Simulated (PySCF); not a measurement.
Al(F)(H)(NHMe) (CH5AlFN), SMILES C[NH][AlH][F].

Geometry optimised at r2SCAN-D4/def2-SVP. One conformer was computed; it need not be the lowest.

Level of theory: ωB97X/def2-TZVP in PySCF.

Symmetry labels are those of the subgroup Cs that the program uses (full group Cs).

Problem. List the valence orbital energies around the gap with their symmetry. (An estimate is asked for; the answer gives what the named calculation found.)

Solution. 
```json
[
 {"orbital": "HOMO−7", "symmetry": "A'", "energy (eV)": "-15.45"},
 {"orbital": "HOMO−6", "symmetry": "A\"", "energy (eV)": "-14.59"},
 {"orbital": "HOMO−5", "symmetry": "A'", "energy (eV)": "-14.45"},
 {"orbital": "HOMO−4", "symmetry": "A\"", "energy (eV)": "-13.89"},
 {"orbital": "HOMO−3", "symmetry": "A'", "energy (eV)": "-13.79"},
 {"orbital": "HOMO−2", "symmetry": "A'", "energy (eV)": "-12.74"},
 {"orbital": "HOMO−1", "symmetry": "A'", "energy (eV)": "-11.72"},
 {"orbital": "HOMO", "symmetry": "A\"", "energy (eV)": "-9.45"},
 {"orbital": "LUMO", "symmetry": "A\"", "energy (eV)": "1.64"},
 {"orbital": "LUMO+1", "symmetry": "A'", "energy (eV)": "2.12"},
 {"orbital": "LUMO+2", "symmetry": "A'", "energy (eV)": "2.76"},
 {"orbital": "LUMO+3", "symmetry": "A'", "energy (eV)": "4.14"}
]
```
